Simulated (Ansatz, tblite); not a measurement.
Removing an electron: Sn(vinyl)3(OEt) (C₈H₁₄OSn). Total charge 0; singlet. Geometry: r2SCAN-D4/def2-SVP. Ansatz, gas phase; energy differences of separate SCF runs; the oxidised species was run as a doublet alone.

Cartesian coordinates in Å:
```
Sn 0.474 0.043 0.050
C 1.216 -1.670 1.083
C 2.426 -1.723 1.658
H 0.550 -2.541 1.145
H 3.130 -0.882 1.629
H 2.776 -2.618 2.190
C 1.286 0.231 -1.926
C 2.098 -0.705 -2.437
H 1.041 1.114 -2.533
H 2.378 -1.606 -1.874
H 2.523 -0.618 -3.446
C 0.692 1.830 1.217
C 0.953 1.771 2.530
H 0.597 2.812 0.734
H 1.061 0.817 3.062
H 1.071 2.678 3.140
O -1.476 -0.409 -0.117
C -2.355 0.463 -0.791
C -3.742 -0.151 -0.796
H -2.396 1.461 -0.300
H -2.028 0.643 -1.840
H -4.465 0.499 -1.314
H -3.720 -1.129 -1.302
H -4.088 -0.311 0.237
```

In the def2 sets Sn takes a core potential; there is no spin–orbit coupling. The xTB rows come from tblite. Single mean-field runs in def2-TZVP are fitted with def2-universal-jkfit.

```csv
level,−HOMO (eV),vertical IE (eV),−LUMO (eV),HOMO–LUMO gap (eV)
GFN1-xTB,11.64,13.86,7.57,4.07
GFN2-xTB,10.43,12.70,6.54,3.89
PBE0-D4/def2-TZVP,7.03,8.67,0.87,6.16
```

(1) Estimate the rows for LDA (SPW92)/def2-TZVP, PBE-D4/def2-TZVP.

## Answers

(1) 
| level | −HOMO (eV) | vertical IE (eV) | −LUMO (eV) | HOMO–LUMO gap (eV) |
| --- | --- | --- | --- | --- |
| LDA (SPW92)/def2-TZVP | 5.65 | 8.33 | 2.07 | 3.58 |
| PBE-D4/def2-TZVP | 5.53 | 8.23 | 1.80 | 3.72 |

Relaxing the oxidised species (r2SCAN-D4/def2-SVP) changes its energy by -0.23 eV at PBE-D4/def2-TZVP, so the adiabatic ionisation energy to this nearest minimum is 7.99 eV. At PBE0-D4/def2-TZVP it is 8.27 eV.    Raw xTB energy differences between charge states are shifted by several eV; the methods need an empirical correction for them.
